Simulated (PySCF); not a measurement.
O2 (SMILES O=O), triplet, geometry from GFN2-xTB. Base run: M062X/6-311G** in PySCF.

PySCF was given this input:
```python
from pyscf import gto, scf, dft

mol = gto.Mole()
mol.atom = '''
    O    -0.000000   -0.000000   -0.604911
    O     0.000000    0.000000    0.604911
'''
mol.basis = '6-311g**'
mol.charge = 0
mol.spin = 2
mol.verbose = 4
mol.symmetry = True
mol.build()

mf = dft.UKS(mol)
mf.xc = 'm062x'
mf.kernel()
mf.analyze()
```

Each row names what was changed in the base input (with any setting that the change needs).

```tsv
change	ΔE vs base (mEh)	point group used	SCF cycles
base	0.000	Dooh	7
symmetry = off	0.000	C1	7
symmetry_subgroup = D2h	0.000	D2h	7
symmetry_subgroup = C2v	0.000	C2v	7
```

Open shells are given as the SCF converged; they aren't shown to be the lowest states, and a large step between rows can be another state.
